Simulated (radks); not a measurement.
Effect of the nuclear size on the zirconium ion Zr+, [Kr] 4d2 5s1. All-electron calculation, Dirac Kohn-Sham, PBE, spin-unpolarised, spherical densities, finite nucleus; open shells are shared between the two j in proportion to 2j + 1; Fermi nuclear charge, rms radius 4.2694 fm. Program: a radial shooting solver on a logarithmic mesh with Libxc functionals. The rms radius is varied about that value; shifts are against it.

| rms radius (fm) | total energy shift (eV) | density at nucleus (e/bohr^3) | 1s1/2 shift (meV) | 2s1/2 shift (meV) | 4s1/2 shift (meV) |
|---|---|---|---|---|---|
| 3.4966 | -0.361 | 7.623e+04 | -153 | -16.1 | -0.401 |
| 4.1328 | -0.0686 | 7.498e+04 | -29.0 | -3.05 | -0.076 |
| 4.2694 | 0 | 7.474e+04 | 0.000 | 0.000 | 0.000 |
| 4.5811 | 0.164 | 7.423e+04 | 69.4 | 7.29 | 0.182 |
| 4.7604 | 0.263 | 7.395e+04 | 111 | 11.7 | 0.292 |

Slopes of the eigenvalues against <r^2> in GHz/fm^2, as finite differences over the two radii next to the reference (eigenvalue slopes, not the field-shift constants of lines): 1s1/2 6090, 2s1/2 640, 4s1/2 16.0.
